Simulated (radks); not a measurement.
Results of a calculation; reference values are marked as such.
Excited configurations of Te+: one electron is placed in a higher orbital outside [Kr] 4d10 5s2 5p2. The ground configuration is [Kr] 4d10 5s2 5p3. Level of theory: scalar-relativistic Kohn-Sham, LDA (Slater exchange, Perdew-Wang correlation), spin-unpolarised, spherical densities, finite nucleus; Fermi nuclear charge, rms radius 4.7423 fm (a radial shooting solver on a logarithmic mesh with Libxc functionals). Excitation = E - E(ground); binding = E(ion) - E, where the ion is the core of charge +2; n* = 2/sqrt(2 binding) in atomic units, and the quantum defect is n - n*.

outer orbital,excitation (eV),binding (eV),n*,quantum defect,<r> (bohr)
4f,14.436,3.733,3.818,0.182,7.651
5f,15.560,2.608,4.568,0.432,12.97
6s,9.501,8.667,2.506,3.494,4.968
6p,11.627,6.541,2.884,3.116,6.085
7f,16.790,1.379,6.282,0.718,28.21

The Delta-SCF ionisation energy is 18.168 eV (NIST Atomic Spectra Database: 18.6 eV, measured). Self-interaction in the functional shifts the binding energies and quantum defects, so they are the method's values and not measured ones. Spin polarisation and multiplet splitting are left out, so open shells lie too high by an amount that depends on their filling. Spin-orbit splitting is averaged out at the scalar-relativistic level.

Beside tabulated values, note that spin-unpolarised runs miss the spin-polarisation part of the exchange energy of open shells.
